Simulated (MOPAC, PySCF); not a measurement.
ClF₂Ga, SMILES `[F][Ga]([F])[Cl]`, neutral singlet in the gas phase. 

Cartesian coordinates (Å):
```xyz
4

F     -0.9477     1.5157    -0.0247
Ga    -0.0680     0.0018    -0.0016
F     -1.0281    -1.4624    -0.0211
Cl     2.0437    -0.0551     0.0474
```
Charge 0, spin multiplicity 1.

All levels are single points at this geometry (PBE-D3(BJ)/def2-TZVP); Pople sets use spherical d functions. Orbital energies aren't observables, and empty levels follow the basis.

| level | HOMO (eV) | LUMO (eV) | gap (eV) | dipole (D) | vertical IE, Delta-SCF (eV) |
|---|---|---|---|---|---|
| PBE-D3(BJ)/def2-TZVP in PySCF | -8.59 | -3.33 | 5.26 | 1.01 | 12.24 |
| B3LYP/3-21G in PySCF | -9.57 | -2.53 | 7.03 | 0.15 | – |
| M06-2X/6-31G* in PySCF | -11.39 | -1.51 | 9.89 | 0.79 | – |
| HF/3-21G in PySCF | -13.56 | 1.10 | 14.66 | 0.02 | – |
| HF/6-31G* in PySCF | -13.55 | 1.03 | 14.59 | 0.92 | 11.93 |
| HF/STO-3G in PySCF | -9.27 | 4.87 | 14.14 | 1.44 | – |
| AM1 in MOPAC | -12.79 | -3.49 | 9.31 | 0.44 | – |
| PM3 in MOPAC | -12.29 | -3.44 | 8.85 | 0.55 | – |
| PM7 in MOPAC | -12.40 | -1.74 | 10.67 | 1.22 | – |
